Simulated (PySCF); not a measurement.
# Electronic structure of Al (aluminium, neutral) at the CAM-B3LYP level

Configuration: [Ne] 3s2 3d1, 2D determinant (an excited configuration). Calculation: PySCF 2.14, in aug-cc-pVTZ-DK; the spin-free X2C one-electron Hamiltonian (Gaussian nucleus).

- Total energy: -242.6500 hartree
- One-electron energy: -335.5669 hartree
- Hartree (Coulomb) energy: 111.4150 hartree
- Exchange-correlation energy: -18.4981 hartree
- ⟨S²⟩: 0.7501
- ⟨L²⟩: 6.001
- Sum of ⟨r⟩: 16.15 bohr
- Sum of ⟨r²⟩: 60.15 bohr²
- Traceless quadrupole moment −½Σ⟨3z² − r²⟩ along its main axis: 12.2 e·bohr²
- Langevin diamagnetic susceptibility: -47.6 ×10⁻⁶ cm³/mol

```tsv
shell	electrons	mean orbital energy (eV)	spread (eV)	rms radius, mean of both spins (bohr)
1s β	1	-1534.8	0	0.139
1s α	1	-1534.8	0	0.139
2s α	1	-119.11	0	0.684
2s β	1	-119.11	0	0.684
2p α	3	-79.219	0.015	0.678
2p β	3	-79.218	0.017	0.678
3s α	1	-12.427	0	2.60
3s β	1	-12.367	0	2.60
3d α	1	-1.081	0	6.55
```

The outer electron is Rydberg-like, and this basis confines it to a smaller radius and binds it less than a complete one would.

Densities and radii are taken from the X2C orbitals without a picture-change correction, which distorts them close to the nucleus.
